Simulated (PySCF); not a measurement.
A structure optimised at B3LYP-D3(BJ)/def2-SVP, used in a PySCF frequency run:

```
C
C 1 1.3364
H 2 1.0935 1 119.29
H 2 1.0938 3 118.36 1 179.94
Cl 1 1.7579 2 121.75 3 -179.79
Si 1 1.8628 2 124.15 3 -0.36
F 6 1.6234 1 106.61 2 -2.60
H 6 1.4756 7 109.05 3 124.73
Cl 6 2.0575 8 109.23 7 -118.37
```
Charge 0, spin multiplicity 1.

Question: Write its SMILES and formula.

Answer: C=C(Cl)[Si@@H](F)Cl, C2H3Cl2FSi

Question: What are its rotational constants (standard atomic weights)?

Answer: 2.4112, 1.3153, 0.94978 GHz
